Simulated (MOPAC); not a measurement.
Input file for MOPAC: AM1 on C2H3 (SMILES [C]C), 2S+1 = 4, a spin state set in the input, which need not be the lowest.

```
AM1 1SCF PRECISE CHARGE=0 UHF MS=1.5 THREADS=1
C2H3

C      0.92724995 1     0.09824801 1     0.27194839 1
C     -0.49732379 1    -0.05269461 1    -0.14585755 1
H     -0.59593113 1    -0.86701936 1    -0.87174427 1
H     -0.85794662 1     0.87307339 1    -0.60701319 1
H     -1.12567923 1    -0.27937445 1     0.72221239 1
```

Output:

```
*******************************************************************************
 **                                                                           **
 **                              MOPAC v23.2.5                                **
 **                                                                           **
 *******************************************************************************
 ** MOPAC's Digital Object Identifier: https://doi.org/10.5281/zenodo.6511958 **
 **                                                                           **
 ** Please cite the open-source release paper for use of this MOPAC version:  **
 ** J. E. Moussa and J. J. P. Stewart (2026)                                  **
 ** MOPAC: An open-source semiempirical molecular orbital program             **
 ** J. Open Source Softw., 11(119), 8025, https://doi.org/10.21105/joss.08025 **
 *******************************************************************************

                              AM1 CALCULATION RESULTS

 *******************************************************************************
 *  AM1        - The AM1 Hamiltonian to be used
 *  UHF        - UNRESTRICTED HARTREE-FOCK CALCULATION
 *
 *
 *
 *                 CHARGE ON SYSTEM = 0
 *
 *
 *
 *  MS=        - IN MECI, MAGNETIC COMPONENT OF SPIN =  1.5
 *  PRECISE    - TIGHTER CRITERIA TO BE USED
 *  1SCF       - DO 1 SCF AND THEN STOP
 *  THREADS=1  - MULTI-THREADING NOT USED
 *  T=         - A TIME OF 172800.0 SECONDS REQUESTED
 *  DUMP=N     - RESTART FILE WRITTEN EVERY 7200.0 SECONDS REQUESTED
 *******************************************************************************
AM1 1SCF PRECISE CHARGE=0 UHF MS=1.5 THREADS=1
 C2H3

   ATOM   CHEMICAL          X               Y               Z
  NUMBER   SYMBOL      (ANGSTROMS)     (ANGSTROMS)     (ANGSTROMS)

     1       C          0.92724995  *   0.09824801  *   0.27194839  *
     2       C         -0.49732379  *  -0.05269461  *  -0.14585755  *
     3       H         -0.59593113  *  -0.86701936  *  -0.87174427  *
     4       H         -0.85794662  *   0.87307339  *  -0.60701319  *
     5       H         -1.12567923  *  -0.27937445  *   0.72221239  *



          CARTESIAN COORDINATES

    NO.       ATOM           X           Y           Z

     1         C          0.9272      0.0982      0.2719
     2         C         -0.4973     -0.0527     -0.1459
     3         H         -0.5959     -0.8670     -0.8717
     4         H         -0.8579      0.8731     -0.6070
     5         H         -1.1257     -0.2794      0.7222

  H: (AM1): M.J.S. DEWAR ET AL, J. AM. CHEM. SOC. 107 3902-3909 (1985)
  C: (AM1): M.J.S. DEWAR ET AL, J. AM. CHEM. SOC. 107 3902-3909 (1985)

           Empirical Formula: C2 H3  =     5 atoms



      MOLECULAR POINT GROUP   :   C3v


          UHF CALCULATION, NO. OF ALPHA ELECTRONS =    7
                           NO. OF BETA  ELECTRONS =    4

 -------------------------------------------------------------------------------
 AM1 1SCF PRECISE CHARGE=0 UHF MS=1.5 THREADS=1
 C2H3



     1SCF WAS SPECIFIED, SO BFGS WAS NOT USED
     SCF FIELD WAS ACHIEVED


                              AM1 CALCULATION
                                                       MOPAC v23.2.5 Linux




          FINAL HEAT OF FORMATION =        134.92318 KCAL/MOL =     564.51860 KJ/MOL


          COSMO AREA              =         72.37 SQUARE ANGSTROMS
          COSMO VOLUME            =         54.45 CUBIC ANGSTROMS

          IONIZATION POTENTIAL    =          9.885630 EV
          ALPHA SOMO LUMO (EV)    =         -9.886  3.707
          BETA  SOMO LUMO (EV)    =        -14.206 -0.756
          NO. OF ALPHA ELECTRONS  =          7
          NO. OF BETA  ELECTRONS  =          4
          MOLECULAR WEIGHT        =         27.0457         POINT GROUP:  C3v

          MOLECULAR DIMENSIONS (Angstroms)

            Atom       Atom       Distance
            H     4    C     1     2.13538
            H     3    H     5     1.77951
            C     1    H     3     1.35100


          SCF CALCULATIONS        =          1





   ATOM   CHEMICAL          X               Y               Z
  NUMBER   SYMBOL      (ANGSTROMS)     (ANGSTROMS)     (ANGSTROMS)

     1       C          0.92724995  *   0.09824801  *   0.27194839  *
     2       C         -0.49732379  *  -0.05269461  *  -0.14585755  *
     3       H         -0.59593113  *  -0.86701936  *  -0.87174427  *
     4       H         -0.85794662  *   0.87307339  *  -0.60701319  *
     5       H         -1.12567923  *  -0.27937445  *   0.72221239  *

                             CARTESIAN COORDINATES

   1    C        0.927249950     0.098248010     0.271948390
   2    C       -0.497323790    -0.052694610    -0.145857550
   3    H       -0.595931130    -0.867019360    -0.871744270
   4    H       -0.857946620     0.873073390    -0.607013190
   5    H       -1.125679230    -0.279374450     0.722212390


           Empirical Formula: C2 H3  =     5 atoms



      MOLECULAR POINT GROUP   :   C3v


          ALPHA EIGENVALUES
 -32.39487 -21.74248 -14.71860 -14.71860 -13.03120  -9.88563  -9.88563   3.70704
   4.03252   4.03252   4.46092


           BETA EIGENVALUES
 -31.11478 -17.26206 -14.20567 -14.20567  -0.75595   2.13818   2.13818   4.44435
   4.44435   4.49868   5.39718


              NET ATOMIC CHARGES AND DIPOLE CONTRIBUTIONS

  ATOM NO.   TYPE          CHARGE      No. of ELECS.   s-Pop       p-Pop
    1          C          -0.209927        4.2099     1.48438     2.72555
    2          C          -0.082801        4.0828     1.20472     2.87808
    3          H           0.097576        0.9024     0.90242
    4          H           0.097576        0.9024     0.90242
    5          H           0.097576        0.9024     0.90242
 DIPOLE           X         Y         Z       TOTAL
 POINT-CHG.    -1.946    -0.206    -0.571     2.039
 HYBRID         0.445     0.047     0.130     0.466
 SUM           -1.502    -0.159    -0.440     1.573


          ATOMIC ORBITAL ELECTRON POPULATIONS

     Atom    s        px        py        pz
    1  C   1.48438   0.72174   1.01292   0.99089
    2  C   1.20472   0.84156   1.02520   1.01131
    3  H   0.90242
    4  H   0.90242
    5  H   0.90242


                    (SZ)    =    1.500000
                    (S**2)  =    3.753353


          ATOMIC ORBITAL SPIN POPULATIONS

    Atom   Total    s     px     py     pz
         Atomic
    1  C  2.8031  0.345  0.567  0.961  0.931
    2  C  0.0556  0.007  0.081 -0.020 -0.013
    3  H  0.0471  0.047
    4  H  0.0471  0.047
    5  H  0.0471  0.047

 **********************
 *                    *
 * JOB ENDED NORMALLY *
 *                    *
 **********************




 == MOPAC DONE ==
```

The run finished.

Cost: around 0.020 core-seconds (rough).
